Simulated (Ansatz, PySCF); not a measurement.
Input for PySCF:
```python
from pyscf import gto, scf, dft

mol = gto.M(
    atom='''
Sn   -0.25987517    0.10089511    0.41959888
C    -1.92570834   -1.45600401   -0.35249903
H    -1.41774794   -1.94074201   -1.17614683
H    -2.78104771   -0.87777075   -0.67520745
H    -2.16104505   -2.14229292    0.44986603
Cl    0.01934069    1.63428595   -1.40025402
Cl    1.79876807   -1.12534039    0.37299158
''',
    basis='sto-3g',
    spin=1,
    verbose=4,
)

mf = dft.UKS(mol)
mf.xc = 'b3lyp5'
mf.grids.atom_grid = (99, 590)
mf.grids.prune = None
mf.kernel()
```

### Question
Give the equivalent Ansatz (an electronic-structure program) input.

### Answer
One answer among several that fit: 
Ansatz 0.2 input:
```yaml
crystal:
  periodic: [false, false, false]
  atoms:
    - {symbol: Sn, position_ang: [-0.25987517, 0.10089511, 0.41959888]}
    - {symbol: C, position_ang: [-1.92570834, -1.45600401, -0.35249903]}
    - {symbol: H, position_ang: [-1.41774794, -1.94074201, -1.17614683]}
    - {symbol: H, position_ang: [-2.78104771, -0.87777075, -0.67520745]}
    - {symbol: H, position_ang: [-2.16104505, -2.14229292, 0.44986603]}
    - {symbol: Cl, position_ang: [0.01934069, 1.63428595, -1.40025402]}
    - {symbol: Cl, position_ang: [1.79876807, -1.12534039, 0.37299158]}
basis:
  gaussian:
    orbitals: STO-3G
hamiltonian:
  xc: b3lyp5
magnetization: {spin_polarized: true, initial_magnetization: 1}
accuracy: high
```

Both were run: PySCF gave -6914.856013 Eh and Ansatz -6914.856014 Eh, 0.001 mEh apart.
